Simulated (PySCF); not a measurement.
# Spin states of AlBr

Unrestricted PBE0; Al x2c-SVPall, Br x2c-SVPall; spin-free X2C with a Gaussian nucleus (PySCF 2.14). Outer shells of the fragments: Al 3s2 3p1; Br 3d10 4s2 4p5.

Followed along the bond (rough minima from three points):

| 2Ms+1 | unpaired | ⟨S²⟩ at the start | R at minimum (Å) | Te (eV) |
| --- | --- | --- | --- | --- |
| 1 | none | 0.00 | 2.32 | 0.00 |
| 3 | σ ↑, π ↑ | 2.00 | 2.28 | 2.75 |

Solutions found at the starting distance of 2.310 Å, counted from the lowest of them; the search is not exhaustive and high or unbound solutions are not listed, so other states can lie among these:

| 2Ms+1 | unpaired | term | E (eV) | ⟨S²⟩ | ⟨Lz²⟩ | μ (D) |
| --- | --- | --- | --- | --- | --- | --- |
| 1 | none | ¹Σ⁺ | 0.00 | 0.00 | 0.00 | -1.45 |
| 3 | σ ↑, π ↑ | ³Π | 2.75 | 2.00 | 1.00 | -1.84 |
| 1 | σ ↓, π ↑ | mixed | 3.39 | 1.01 | 1.01 | -1.30 |
| 3 | σ ↑↑ | ³Σ⁺ | 5.21 | 2.00 | 0.00 | -1.41 |
| 3 | π ↑↑ | mixed | 5.54 | 2.01 | 2.01 | 4.27 |
| 3 | π ↑↑ | mixed | 5.72 | 2.01 | 2.01 | 4.27 |

A term symbol is given only where ⟨S²⟩ and ⟨Lz²⟩ are close to those of a pure state; real π, δ and φ orbitals otherwise mix terms. A positive dipole means Al(−)Br(+).

Counting both spins, an empty level lies below a filled one in some of these solutions, because spin and occupation are held.
